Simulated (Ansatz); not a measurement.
`Brc1cccc2cc3ccccc3cc12` with charge +1: single points at one geometry.

```yaml
crystal:
  periodic: [false, false, false]
  atoms:
    - {symbol: Br, position_ang: [-2.761284, 3.077290, -0.256553]}
    - {symbol: C, position_ang: [-2.548632, 1.229408, -0.178762]}
    - {symbol: C, position_ang: [-3.696574, 0.436829, -0.210993]}
    - {symbol: C, position_ang: [-3.599693, -0.956100, -0.155795]}
    - {symbol: C, position_ang: [-2.358505, -1.575230, -0.067980]}
    - {symbol: C, position_ang: [-1.179852, -0.803507, -0.033450]}
    - {symbol: C, position_ang: [0.083361, -1.419848, 0.055364]}
    - {symbol: C, position_ang: [1.273807, -0.674361, 0.091470]}
    - {symbol: C, position_ang: [2.541818, -1.292430, 0.180684]}
    - {symbol: C, position_ang: [3.694840, -0.522011, 0.213882]}
    - {symbol: C, position_ang: [3.617074, 0.879744, 0.159328]}
    - {symbol: C, position_ang: [2.385989, 1.514588, 0.071653]}
    - {symbol: C, position_ang: [1.194399, 0.757666, 0.035898]}
    - {symbol: C, position_ang: [-0.067185, 1.376011, -0.052981]}
    - {symbol: C, position_ang: [-1.257783, 0.634008, -0.089222]}
    - {symbol: H, position_ang: [-4.676090, 0.913589, -0.279704]}
    - {symbol: H, position_ang: [-4.512179, -1.555436, -0.182237]}
    - {symbol: H, position_ang: [-2.286497, -2.664370, -0.024878]}
    - {symbol: H, position_ang: [0.135609, -2.511241, 0.097427]}
    - {symbol: H, position_ang: [2.604302, -2.382427, 0.222992]}
    - {symbol: H, position_ang: [4.671329, -1.006111, 0.282685]}
    - {symbol: H, position_ang: [4.533902, 1.472497, 0.186667]}
    - {symbol: H, position_ang: [2.328588, 2.604843, 0.029423]}
    - {symbol: H, position_ang: [-0.120744, 2.466598, -0.094932]}
basis:
  gaussian: {orbitals: def2-SVP, initial_orbitals: start.molden}
total_charge: 1
magnetization: {spin_polarized: true, initial_magnetization: 1}
hamiltonian: {xc: pbe, dispersion: d4}
scf: {omitted_lower_state_checks: [starts]}
output: {orbitals: {seedname: orbitals}}
```

The file start.molden holds the orbitals of an earlier run on this structure, at another level or in another basis.

```sh
$ ansatz run in.yaml --threads 4 --pin off --events-out ev --progress --plain --max-ram 6963MiB
```

It prints (some lines left out):

```
Functional definition: PBE
3079 factors; their error is unknown
mean field evaluation 1: about -84656.3381 eV, gradient 7.3e0 eV
mean field evaluation 2: about -84656.5371 eV, gradient 2.2e-1 eV
mean field evaluation 4: about -84656.2978 eV, gradient 7.6e-3 eV
mean field -84656.29775732 eV, -3111.0615604819 hartree, gradient 2.9e-5 eV, S^2 0.754360; 0 other end points of the search recorded, 0 dependent functions left out
reference -84656.29780752 eV, -3111.0615623268 hartree; 64, 63 occupied and 209, 210 virtual orbitals, 3079 factors
Total energy: -84657.25140607 eV, -3111.0966064270 hartree
Checks for a lower state left out: starts
```

Hardware: 4 threads of Arm Neoverse V1 on a shared host. Wall time 14 s, peak host memory 0.67 GiB.

First input, but with `hamiltonian: {xc: pbe0, dispersion: d4}` (abridged; 18 s):

```
Functional definition: PBE0
mean field -84659.93424929 eV, -3111.1951990969 hartree, gradient 1.1e-5 eV, S^2 0.768837
Total energy: -84660.75282253 eV, -3111.2252811088 hartree
Checks for a lower state left out: starts
```

Geometry: PBE0-D4/def2-SVP.
